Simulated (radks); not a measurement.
Values are calculated unless marked as measured or tabulated.
Spherical quantum dot in the effective-mass picture: electrons in a hard-walled sphere of radius 1.76, with a point charge +2 (a donor) at the centre, all in effective atomic units (hartree* = m*/eps^2 hartree, bohr* = eps/m* bohr), one dielectric constant everywhere. Level of theory: non-relativistic Kohn-Sham, LDA (Slater exchange, Perdew-Wang correlation), spin-polarised, spherical densities (a radial shooting solver with Libxc functionals). Levels are named by radial order and angular momentum (1s, 1p, 1d, 2s, ...), and open shells are averaged over m.

N = 13, configuration 1s2 1p6 1d(up 5, down 0). This is the lowest configuration that the search found. Occupied and some empty levels:

level,occupation,eigenvalue (hartree*),<r> (bohr*)
1s up,1,9.2116,0.8339
1s down,1,9.3561,0.8164
1p up,3,10.995,1.086
1p down,3,11.204,1.082
2s up,0,12.913,0.8433
1d up,5,12.922,1.177
2s down,0,13.037,0.8555
1d down,0,13.145,1.176
1f up,0,15.279,1.236
1f down,0,15.507,1.236
2p up,0,17.163,0.9139
2p down,0,17.297,0.9141

Energy (hartree*): total 82.8129, kinetic 50.564, external -27.649, Hartree 70.215, exchange-correlation -10.317.
